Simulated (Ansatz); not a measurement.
CH7ClOSi2, SMILES `O[SiH2]C([SiH3])Cl`, relaxed with RKS PBE0-D4/def2-TZVP in Ansatz from a PBE-D4/def2-SVP geometry. The force threshold is 0.005 eV/Å; the program also tests the step.

Total charge 0; spin multiplicity 1.

Start:

```xyz
12

O    -1.030    1.984   -1.598
Si   -0.862    0.391   -1.099
C     0.134    0.344    0.526
Si    0.679   -1.365    1.162
Cl    1.640    1.347    0.202
H    -0.185    2.470   -1.535
H    -0.133   -0.470   -2.096
H    -2.245   -0.137   -0.861
H    -0.427    0.880    1.322
H     1.493   -1.212    2.414
H    -0.555   -2.177    1.458
H     1.491   -2.055    0.105
```

(1) By how much does the energy fall, and how many steps does the optimiser take? (Estimate.)

(2) Which bonds change most? (Estimate.)

(3) Give the relaxed structure. (Best estimate.)

Answers

(1) The calculation gave: 1.62 kcal/mol, in 8 steps.

(2) Ansatz gave: O1–Si2 from 1.677 to 1.641 Å; C3–Cl5 from 1.838 to 1.806 Å; Si2–C3 from 1.907 to 1.881 Å; C3–Si4 from 1.903 to 1.883 Å.

(3) Computed: 
```xyz
12

O    -1.076    1.945   -1.554
Si   -0.823    0.399   -1.064
C     0.166    0.350    0.535
Si    0.653   -1.361    1.154
Cl    1.677    1.291    0.228
H    -0.295    2.492   -1.657
H    -0.069   -0.391   -2.072
H    -2.164   -0.187   -0.829
H    -0.376    0.885    1.320
H     1.452   -1.238    2.398
H    -0.590   -2.131    1.432
H     1.445   -2.054    0.110
```
